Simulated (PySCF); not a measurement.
## PbO⁺: frontier orbitals

PBE0 at R = 2.112 Å; Pb cc-pVDZ-PP with ECP60, O cc-pVDZ; scalar-relativistic core potentials (PySCF 2.14). State: ²Σ⁺ (doublet), unpaired electrons σ ↑, a second solution, started from another occupation. Only the outer orbitals are listed, counted within each symmetry, core potentials removing the inner ones.

```tsv
spin	orbital	occ.	ε (eV)	on Pb (%)	main shells (%)
α	6σ	1	-21.16	81	81 Pb s, 15 O p
α	7σ	1	-16.37	32	68 O p, 17 Pb p, 14 Pb s
α	3π	1	-14.71	10	90 O p, 8 Pb p
α	3π	1	-14.71	10	90 O p, 8 Pb p
α	4π	0	-9.04	92	92 Pb p
α	4π	0	-9.04	92	92 Pb p
α	8σ	0	-6.71	90	81 Pb p, 10 O p
β	5σ	1	-29.30	24	76 O s, 17 Pb d
β	6σ	1	-20.44	92	91 Pb s
β	3π	1	-13.78	16	84 O p, 15 Pb p
β	3π	1	-13.78	16	84 O p, 15 Pb p
β	7σ	0	-10.85	42	55 O p, 40 Pb p
β	4π	0	-8.94	86	85 Pb p, 14 O p
β	4π	0	-8.94	86	85 Pb p, 14 O p
```

Problem. Which are the highest filled and the lowest empty level, where do they sit, and how wide is the gap?

Solution. Highest filled β 3π at -13.78 eV (in %: 84 O p, 15 Pb p); lowest empty β 7σ at -10.85 eV (in %: 55 O p, 40 Pb p); the gap at PBE0 is 2.93 eV.

- bond order (Mayer): 1.32
- ⟨S²⟩: 0.774
- charge on Pb (Mulliken, basis-dependent): 1.31
- charge on Pb (Löwdin, basis-dependent): 1.27
- dipole moment (positive dipole points towards O; it is taken about the centre of mass and depends on that origin): -3.70 D

Spin–orbit coupling is left out, which matters for elements this heavy, above all for dissociation energies.
